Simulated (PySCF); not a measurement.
SMILES CB(C)/C=C/[SiH2]N (C4H12BNSi), GFN2-xTB optimised geometry.

```
19

Si    -0.79    -0.30     0.00
N      0.94    -0.30     0.00
C     -1.28    -1.24     1.56
C     -2.43    -1.09     2.22
B     -2.82    -1.83     3.53
C     -2.11    -3.17     3.97
C     -3.96    -1.22     4.44
H     -1.43     1.03     0.00
H     -1.16    -1.03    -1.22
H      1.43    -0.02     0.83
H      1.42     0.05    -0.81
H     -0.56    -1.96     1.94
H     -3.12    -0.34     1.84
H     -1.69    -3.74     3.14
H     -1.28    -2.92     4.63
H     -2.76    -3.83     4.53
H     -3.98    -0.14     4.43
H     -4.93    -1.55     4.04
H     -3.93    -1.55     5.47
```

Density from CAM-B3LYP/def2-SVP (PySCF) at that geometry.

Minimum of the electron density along straight lines between bonded atoms, close to the bond critical point (lines longer than 1.1 times the sum of covalent radii, or with two minima, are not listed):

```json
[
 {"bond": "Si1–N2", "length / Å": "1.726", "ρ at the minimum / e bohr⁻³": "0.123", "∇²ρ there / e bohr⁻⁵": "0.73", "position (fraction from the first atom)": "0.40"},
 {"bond": "Si1–C3", "length / Å": "1.881", "ρ at the minimum / e bohr⁻³": "0.115", "∇²ρ there / e bohr⁻⁵": "0.35", "position (fraction from the first atom)": "0.38"},
 {"bond": "C3–C4", "length / Å": "1.339", "ρ at the minimum / e bohr⁻³": "0.337", "∇²ρ there / e bohr⁻⁵": "-0.90", "position (fraction from the first atom)": "0.51"},
 {"bond": "C4–B5", "length / Å": "1.553", "ρ at the minimum / e bohr⁻³": "0.186", "∇²ρ there / e bohr⁻⁵": "-0.10", "position (fraction from the first atom)": "0.68"},
 {"bond": "B5–C6", "length / Å": "1.579", "ρ at the minimum / e bohr⁻³": "0.180", "∇²ρ there / e bohr⁻⁵": "-0.16", "position (fraction from the first atom)": "0.32"},
 {"bond": "B5–C7", "length / Å": "1.580", "ρ at the minimum / e bohr⁻³": "0.180", "∇²ρ there / e bohr⁻⁵": "-0.14", "position (fraction from the first atom)": "0.32"},
 {"bond": "Si1–H8", "length / Å": "1.474", "ρ at the minimum / e bohr⁻³": "0.116", "∇²ρ there / e bohr⁻⁵": "0.32", "position (fraction from the first atom)": "0.49"},
 {"bond": "Si1–H9", "length / Å": "1.466", "ρ at the minimum / e bohr⁻³": "0.117", "∇²ρ there / e bohr⁻⁵": "0.33", "position (fraction from the first atom)": "0.49"},
 {"bond": "N2–H10", "length / Å": "1.008", "ρ at the minimum / e bohr⁻³": "0.330", "∇²ρ there / e bohr⁻⁵": "-1.52", "position (fraction from the first atom)": "0.77"},
 {"bond": "N2–H11", "length / Å": "1.007", "ρ at the minimum / e bohr⁻³": "0.331", "∇²ρ there / e bohr⁻⁵": "-1.52", "position (fraction from the first atom)": "0.77"},
 {"bond": "C3–H12", "length / Å": "1.085", "ρ at the minimum / e bohr⁻³": "0.279", "∇²ρ there / e bohr⁻⁵": "-1.05", "position (fraction from the first atom)": "0.63"},
 {"bond": "C4–H13", "length / Å": "1.088", "ρ at the minimum / e bohr⁻³": "0.278", "∇²ρ there / e bohr⁻⁵": "-1.03", "position (fraction from the first atom)": "0.62"},
 {"bond": "C6–H14", "length / Å": "1.087", "ρ at the minimum / e bohr⁻³": "0.273", "∇²ρ there / e bohr⁻⁵": "-0.98", "position (fraction from the first atom)": "0.62"},
 {"bond": "C6–H15", "length / Å": "1.091", "ρ at the minimum / e bohr⁻³": "0.265", "∇²ρ there / e bohr⁻⁵": "-0.93", "position (fraction from the first atom)": "0.62"},
 {"bond": "C6–H16", "length / Å": "1.088", "ρ at the minimum / e bohr⁻³": "0.271", "∇²ρ there / e bohr⁻⁵": "-0.97", "position (fraction from the first atom)": "0.62"},
 {"bond": "C7–H17", "length / Å": "1.089", "ρ at the minimum / e bohr⁻³": "0.271", "∇²ρ there / e bohr⁻⁵": "-0.97", "position (fraction from the first atom)": "0.62"},
 {"bond": "C7–H18", "length / Å": "1.091", "ρ at the minimum / e bohr⁻³": "0.265", "∇²ρ there / e bohr⁻⁵": "-0.92", "position (fraction from the first atom)": "0.62"},
 {"bond": "C7–H19", "length / Å": "1.088", "ρ at the minimum / e bohr⁻³": "0.272", "∇²ρ there / e bohr⁻⁵": "-0.98", "position (fraction from the first atom)": "0.62"}
]
```
